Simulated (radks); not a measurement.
Zr III, 38 electrons, occupied as [Kr] 4d(up 1.25, down 0.75) (fractional occupations, a model configuration). Calculated with a radial shooting solver on a logarithmic mesh with Libxc functionals: scalar-relativistic Kohn-Sham, PBE, spin-polarised, spherical densities, point nucleus.

Unscreened Slater integrals over Kohn-Sham orbitals (eV). They are taken over the spin-up orbitals.

F0(4d,4d): 12.312
F2(4d,4d): 6.1408
F4(4d,4d): 3.9817
F0(4d,4p): 14.372
F2(4d,4p): 6.7811
G1(4d,4p): 8.2400
G3(4d,4p): 4.9906
F0(4d,4s): 14.857
G2(4d,4s): 5.6664
F0(4p,4p): 17.967
F2(4p,4p): 9.4528
F0(4p,4s): 18.966
G1(4p,4s): 12.817
F0(4s,4s): 20.178

Derived for the open shells (J is the average intra-shell exchange parameter used in DFT+U). 4d: Racah B = F2/49 - 5 F4/441 = 0.08018 eV, C = 35 F4/441 = 0.3160 eV, C/B = 3.94, F4/F2 = 0.648, J = (F2 + F4)/14 = 0.7230 eV.
